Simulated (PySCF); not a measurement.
TlN: frontier orbitals

PBE at R = 2.326 Å; Tl def2-SVPD with ECP60, N def2-SVPD; scalar-relativistic core potentials (PySCF 2.14). State: ³Σ⁻ (triplet), unpaired electrons π ↑↑. Only the outer orbitals are listed, counted within each symmetry, core potentials removing the inner ones.

| spin | orbital | occ. | ε (eV) | on Tl (%) | main shells (%) |
| --- | --- | --- | --- | --- | --- |
| α | 6σ | 1 | -9.57 | 88 | 88 Tl s, 8 N p |
| α | 3π | 1 | -6.32 | 8 | 92 N p |
| α | 3π | 1 | -6.32 | 8 | 92 N p |
| α | 7σ | 1 | -5.04 | 31 | 66 N p, 23 Tl p |
| α | 4π | 0 | -2.25 | 95 | 94 Tl p |
| α | 4π | 0 | -2.25 | 95 | 94 Tl p |
| α | 8σ | 0 | -0.31 | 89 | 80 Tl p, 12 N p |
| β | 5σ | 1 | -13.99 | 33 | 66 N s, 24 Tl d |
| β | 6σ | 1 | -9.29 | 87 | 86 Tl s, 8 N s |
| β | 7σ | 1 | -4.25 | 36 | 61 N p, 31 Tl p |
| β | 3π | 0 | -3.48 | 47 | 53 N p, 44 Tl p |
| β | 3π | 0 | -3.48 | 47 | 53 N p, 44 Tl p |
| β | 4π | 0 | -1.61 | 63 | 54 Tl p, 37 N p, 8 Tl d |

Problem. Which are the highest filled and the lowest empty level, where do they sit, and how wide is the gap?

Solution. Highest filled β 7σ at -4.25 eV (in %: 61 N p, 31 Tl p); lowest empty β 3π at -3.48 eV (in %: 53 N p, 44 Tl p); the gap at PBE is 0.77 eV.

```json
{
  "bond order (Mayer)": "1.09",
  "⟨S²⟩": "2.013",
  "charge on Tl (Mulliken, basis-dependent)": "0.29",
  "charge on Tl (Löwdin, basis-dependent)": "0.32",
  "dipole moment (positive dipole means Tl(−)N(+))": "-2.67 D",
  "polarisability along the bond": "75.3 bohr³",
  "polarisability across the bond": "44.5 bohr³"
}
```

These are scalar-relativistic numbers at best; spin–orbit coupling would shift them, the dissociation energy most. The state was picked by a PBE0 search and need not be the measured ground state.
